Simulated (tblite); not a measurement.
Problem. What does the GFN2-xTB structure of InChI=1S/C6H10FO/c7-5-6-1-3-8-4-2-6/h1-5H2 look like in three dimensions? (Doublet state.)

Solution. 
```xyz
18
C6H10FO angstrom
F     -1.1529   -0.3594    2.0672
C     -1.6511   -0.8177    0.8270
C     -0.7517   -0.4681   -0.2907
C      0.5127   -1.2180   -0.4934
C      1.6725   -0.3814    0.1190
O      1.6963    0.9142   -0.4156
C      0.5188    1.6258   -0.1465
C     -0.7065    0.9252   -0.7993
H     -1.7570   -1.8998    0.9518
H     -2.6331   -0.3450    0.7290
H      0.4885   -2.1991   -0.0206
H      0.7233   -1.3349   -1.5602
H      2.6385   -0.8296   -0.1212
H      1.5424   -0.3458    1.2099
H      0.3496    1.6971    0.9372
H      0.6604    2.6252   -0.5624
H     -1.6123    1.4817   -0.5617
H     -0.5472    0.9359   -1.8811
```

Orientation and origin are arbitrary. Atoms count from 1 in this order. The 6-membered ring C3–C4–C5–O6–C7–C8 has internal angles of 107.6° to 113.7° (sum 664°, against 720° for a flat polygon); it is puckered, 0.23 Å rms from its mean plane, widest ring torsion 62°. Of the pairs four or more bonds apart, H14···H15 is among the closest relative to their van der Waals radii: 2.38 Å, 99 % of the sum of Bondi's values. The C–C distances run from 1.477 Å (C2–C3, drawn single) to 1.556 Å (C4–C5, drawn single), a spread of 0.079 Å. C3 (carbon bonded to 3 C) has angles 120.2°, 120.0° and 113.7°, sum 353.9°, 0.21 Å off the plane of its three neighbours.

Bonds between heavy atoms (Å): F1–C2 1.413, C2–C3 1.477, C3–C4 1.484, C4–C5 1.556, C5–O6 1.402, O6–C7 1.402, C7–C8 1.555, C3–C8 1.484.

The geometry is computed with GFN2-xTB (gas phase). This method treats the open shell by occupation alone, without spin polarisation.

Point group: Cs (tolerance 0.08 Å). Its GFN2-xTB frequencies are all real (lowest 48 cm⁻¹). Torsions: F1–C2–C3–C4 75°, C2–C3–C4–C5 -99°, C3–C4–C5–O6 -55°, C4–C5–O6–C7 61°, C5–O6–C7–C8 -62°. 3 starts were optimised and ended at 0.00, 4.98 and 5.26 kcal/mol (GFN2-xTB); the lowest of these is shown.

One conformer stands for the species.
